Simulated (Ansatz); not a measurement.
A made-up structure of SiNHTe, closed shell:

```
4
angstrom
N 0.4712 -1.0483 -0.6556
Si -1.2497 -1.2055 0.8904
Te 0.1569 0.4261 -0.0533
H 0.6867 2.0242 -0.1995
```

It is relaxed with PBE-D4/def2-SVP and then PBE0-D4/def2-TZVP (Ansatz 0.2.0). Atoms count as bonded within 1.22 times the sum of their covalent radii (H–H: 0.88 Å). The end point is not checked to be a true minimum.

(1) Does its bonding change? (A judgement: the text doesn't fix the answer.)

Answers

(1) By the calculation: Yes. Formed: N1–Si2; broken: none.

Where it ends: The first stage lowers the energy by 2.77 eV in 12 steps. It ends as SiNHTe ([N]1[Si][TeH]1):
N1  (0.048, -1.033, -0.616)
Si2  (-0.526, -1.283, 0.902)
Te3  (-0.455, 0.970, -0.449)
H4  (0.999, 1.542, 0.145)
(Å)

Labels in which every atom is bracketed show which atoms are joined, not bond orders.

For scale, one of the runs: PBE0-D4/def2-TZVP relaxation, 124 basis functions, launched by `ansatz run in.yaml --threads 2 --pin off --events-out ev --progress --plain --max-ram 4352MiB`. The run took about 45 s on 2 CPU threads of an Arm Neoverse V2 (shared host).
